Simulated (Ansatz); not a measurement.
C6H17NSi (SMILES CC(C)N([SiH3])C(C)C), singlet, at a GFN2-xTB geometry. Base run: MP2/STO-3G in Ansatz (a program for electronic structure).

The Ansatz input:
Ansatz 0.2 input:
```yaml
crystal:
  periodic: [false, false, false]
  atoms:
    - {symbol: Si, position_ang: [0.00964820, 2.16625247, -0.11292371]}
    - {symbol: N, position_ang: [0.03368939, 0.46048960, 0.10864243]}
    - {symbol: C, position_ang: [-1.24680180, -0.20758598, 0.29880046]}
    - {symbol: C, position_ang: [-1.61127327, -1.23758448, -0.77067950]}
    - {symbol: C, position_ang: [-1.40986252, -0.80166207, 1.70439986]}
    - {symbol: C, position_ang: [1.26802003, -0.25931968, -0.16572697]}
    - {symbol: C, position_ang: [1.42896375, -0.66552917, -1.63780508]}
    - {symbol: C, position_ang: [1.53443434, -1.45484154, 0.74769233]}
    - {symbol: H, position_ang: [1.35141536, 2.65930406, 0.19228445]}
    - {symbol: H, position_ang: [-0.97309284, 2.72043425, 0.82002850]}
    - {symbol: H, position_ang: [-0.35783668, 2.58710710, -1.47735882]}
    - {symbol: H, position_ang: [-1.99093873, 0.59327979, 0.21832880]}
    - {symbol: H, position_ang: [-0.99759884, -2.13088847, -0.69540584]}
    - {symbol: H, position_ang: [-2.65060839, -1.53269075, -0.63972578]}
    - {symbol: H, position_ang: [-1.49798871, -0.80844555, -1.76287201]}
    - {symbol: H, position_ang: [-0.89813748, -1.75257544, 1.81011435]}
    - {symbol: H, position_ang: [-2.46668405, -0.96249847, 1.90740423]}
    - {symbol: H, position_ang: [-1.01819018, -0.10606484, 2.44218608]}
    - {symbol: H, position_ang: [2.06120301, 0.47044616, 0.03842959]}
    - {symbol: H, position_ang: [0.82065373, -1.52822017, -1.89047204]}
    - {symbol: H, position_ang: [1.14652456, 0.16452664, -2.28061352]}
    - {symbol: H, position_ang: [2.46958356, -0.91581266, -1.83351432]}
    - {symbol: H, position_ang: [1.43041294, -1.16733728, 1.79012338]}
    - {symbol: H, position_ang: [2.55435047, -1.79890332, 0.58636856]}
    - {symbol: H, position_ang: [0.86514852, -2.28348513, 0.53504263]}
basis:
  gaussian:
    orbitals: STO-3G
magnetization: {spin_polarized: false}
correlation: {method: mp2}
```

Each row names what was changed in the base input (with any setting that the change needs).

```
change                 basis functions      E (Eh)  MP2 correlation (Eh)  core-seconds (rough)
---------------------  ---------------  ----------  --------------------  --------------------
base                                61  -574.10627              -0.39481                     1
basis = 6-31G                      110  -581.00705              -0.72189                     4
basis = 3-21G                      110  -578.05394              -0.71836                     2
basis = def2-SV(P)                 150  -581.15937              -1.01912                     5
basis = 6-31+G*                    190  -581.52214              -1.05434                    10
basis = cc-pVDZ                    201  -581.64787              -1.15135                     8
basis = def2-SVP                   201  -581.33453              -1.14827                    10
basis = pc-1                       201  -581.54836              -1.14717                    10
basis = cc-pV(D+d)Z                206  -581.65860              -1.15123                     8
basis = 6-311G**                   255  -581.77532              -1.21306                    10
basis = def2-SVPD                  300  -581.40710              -1.20739                    30
basis = 6-311++G**                 304  -581.78484              -1.22009                    20
basis = 6-311+G(2d,p)              326  -581.84744              -1.27120                    30
```

Totals compare only among sets that treat the same electrons; sets with core potentials leave the core out.
